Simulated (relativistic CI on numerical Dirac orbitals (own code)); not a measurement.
**Rh3+ (4d6) in a crystal field**

Calculated by Dirac-Coulomb-Breit CI, KLI orbitals optimised for each configuration, model QED, valence Slater integrals scaled by 0.65, one configuration in a parametric crystal field (own radial code).

Field parameters in Wybourne normalisation: D3d B²₀ = −7Dσ, B⁴₀ = −14Dq − 21Dτ, B⁴₃ = −14√(10/7) Dq; D4h B²₀ = −7Ds, B⁴₀ = 21(Dq − Dt), B⁴₄ = 21√(5/14) Dq; Td as Oh with Dq negative (B⁴₀ = 21Dq, B⁴₄ = √(5/14) B⁴₀). The field is a parameter set, without covalency.

S and J are read from ⟨S²⟩ = S(S + 1) and ⟨J²⟩ = J(J + 1) of each level; they are not fictitious spins.

Td, 10Dq = -14300 cm⁻¹, the lowest 10 levels:

| E (cm⁻¹) | Degeneracy | Irrep | S | J |
| --- | --- | --- | --- | --- |
| 0.0 | 2 | E | 1.57 | 3.49 |
| 168 | 1 | A1 | 1.75 | 3.66 |
| 295 | 3 | T1 | 1.74 | 3.57 |
| 393 | 3 | T2 | 1.54 | 3.46 |
| 1510 | 1 | A2 | 1.99 | 3.00 |
| 2452 | 3 | T2 | 1.57 | 3.51 |
| 2905 | 2 | E | 1.54 | 3.61 |
| 3823 | 3 | T1 | 1.35 | 4.30 |
| 4117 | 1 | A1 | 1.33 | 4.57 |
| 8607 | 3 | T2 | 0.30 | 4.52 |

Td, 10Dq = -15500 cm⁻¹, the lowest 10 levels:

| E (cm⁻¹) | Degeneracy | Irrep | S | J |
| --- | --- | --- | --- | --- |
| 0.0 | 2 | E | 1.38 | 3.62 |
| 322 | 3 | T2 | 1.29 | 3.64 |
| 431 | 1 | A1 | 1.63 | 3.85 |
| 530 | 3 | T1 | 1.60 | 3.77 |
| 2164 | 1 | A2 | 1.99 | 3.00 |
| 2700 | 3 | T2 | 1.79 | 3.31 |
| 3079 | 2 | E | 1.71 | 3.46 |
| 3787 | 3 | T1 | 1.51 | 4.08 |
| 4074 | 1 | A1 | 1.47 | 4.35 |
| 8315 | 3 | T2 | 0.23 | 4.54 |

Td, 10Dq = -5200 cm⁻¹, the lowest 16 levels:

```csv
E (cm⁻¹),Degeneracy,Irrep,S,J
0.0,1,A1,1.97,3.58
115,3,T1,1.97,3.50
197,2,E,1.97,3.42
441,3,T2,1.98,3.26
739,1,A2,1.99,3.00
4701,3,T2,1.96,3.60
5502,2,E,1.95,2.86
5533,3,T1,1.97,3.09
6358,3,T2,1.95,2.33
6504,3,T1,1.97,1.95
6586,1,A1,1.96,1.51
9021,3,T2,1.01,3.91
9325,2,E,1.04,4.00
10084,3,T1,1.01,5.04
10086,1,A1,1.00,5.37
12666,3,T2,0.92,4.43
```

D3d, 10Dq = 22400, Dσ = -180, Dτ = -90 cm⁻¹, the lowest 10 levels:

```tsv
E (cm⁻¹)	Degeneracy	Irrep	S	J
0.0	1	A1	0.07	4.53
14386	2	E	1.04	4.15
14514	2	E	1.04	3.99
14653	1	A1	1.04	4.01
14976	1	A2	1.07	3.96
15535	2	E	1.06	3.95
16218	1	A1	1.08	3.77
18345	2	E	0.95	4.10
18790	1	A2	1.00	4.01
19178	2	E	1.06	3.92
```

D4h, 10Dq = 11600, Ds = -370, Dt = 1050 cm⁻¹, the lowest 16 levels:

| E (cm⁻¹) | Degeneracy | Irrep | S | J |
| --- | --- | --- | --- | --- |
| 0.0 | 1 | A1 | 1.97 | 3.27 |
| 25.3 | 1 | A2 | 1.98 | 3.27 |
| 193 | 2 | E | 1.98 | 3.21 |
| 255 | 1 | B2 | 1.99 | 3.19 |
| 5405 | 1 | B1 | 1.86 | 3.84 |
| 5478 | 2 | E | 1.87 | 3.89 |
| 5495 | 1 | A1 | 1.86 | 3.95 |
| 5715 | 1 | B2 | 1.88 | 3.56 |
| 6007 | 2 | E | 1.97 | 3.48 |
| 6772 | 1 | A2 | 1.92 | 2.85 |
| 7006 | 2 | E | 1.95 | 2.75 |
| 8225 | 1 | B2 | 1.88 | 2.85 |
| 8236 | 1 | B1 | 1.88 | 2.89 |
| 8428 | 1 | A1 | 1.83 | 1.96 |
| 8455 | 2 | E | 1.85 | 2.04 |
| 9168 | 1 | A1 | 1.14 | 4.12 |

The free-ion ground term has S = 2. The field overcomes the spin-pairing energy for Td, 10Dq = -15500 cm⁻¹; D3d, 10Dq = 22400, Dσ = -180, Dτ = -90 cm⁻¹, where the ground state has lower spin; these fields are assumed values.

Levels of this model without a field, named by their leading LS term (the scale mimics covalency, so terms lie below those of the real free ion): ⁵D4 0, ⁵D3 1564, ⁵D2 2342, ⁵D1 2911, ⁵D0 3168, ³H4 12860, ³H6 13154, ³H5 13473 cm⁻¹.
